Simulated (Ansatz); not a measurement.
Born–Oppenheimer molecular dynamics of C$_{3}$H$_{8}$BFSi (14 atoms, charge 0, multiplicity 1). It goes on from the last frame of an earlier run, with new velocities.

Theory: RKS PBE-D4/STO-3G (Ansatz).

```
ensemble        : NVT, Nosé–Hoover chain
time step       : 0.5 fs
steps asked     : 250
set temperature : 400 K
thermostat      : time constant 20 fs, chain length 3
seed            : 266834
```

First frame:

```xyz
14
Properties=species:S:1:pos:R:3
C 0.535 -2.694 0.449
C -0.003 -1.430 0.418
B 0.332 -0.362 -0.654
C -0.744 0.818 -0.854
F -0.956 1.267 -2.131
Si -0.100 2.209 0.319
H 1.348 -3.020 -0.255
H 0.332 -3.493 1.203
H -0.789 -1.276 1.184
H 1.286 -0.381 -1.308
H -1.684 0.312 -0.475
H 0.664 3.268 -0.400
H -1.178 2.828 1.101
H 0.833 1.638 1.170
```

What does the run give?

The run went to its last step.

```yaml
steps_done: 250
time_covered: 125 fs
mean_temperature_over_the_second_half: 422 K
spread_of_the_potential_energy_over_the_second_half: 6.2 meV per atom
mean_potential_energy_of_the_second_half_above_the_start: 1.9 meV per atom
```

The conserved energy stayed within 0.28 meV per atom of its start (net change -0.043 meV per atom), so the integration is sound. A run of 0.12 ps of so small a system gives no equilibrium averages. Limits of this set-up: minimal basis.

What happens to the structure?

The same pairs are bonded in the first frame and the last. Pairs count as bonded within 1.25 times the sum of covalent radii (0.12 Å more for H–H). This is one draw of velocities; another would differ in detail.

How do temperature and energy run in time?


```tsv
time (fs)	T (K)	potential energy less start (eV)	conserved less start (meV/atom)
0.0	400	0.000	0.00
6.0	342	0.090	0.05
12.0	353	0.084	0.10
18.0	377	0.066	0.07
24.0	411	0.041	-0.07
30.0	350	0.184	0.02
36.0	527	0.030	0.02
42.0	424	0.316	0.09
48.0	747	-0.036	-0.03
54.0	583	0.269	0.05
60.0	526	0.336	0.20
66.0	664	0.027	0.13
72.0	512	0.083	0.05
78.0	456	0.053	-0.01
84.0	450	-0.016	0.06
90.0	352	0.084	0.11
96.0	401	-0.028	0.01
102.0	395	-0.052	0.02
108.0	225	0.190	0.13
114.0	326	0.034	0.07
120.0	296	0.096	-0.01
```

Run time: 9.5 min on 1 thread of Arm Neoverse V1, on a shared host, peak memory 0.08 GiB.
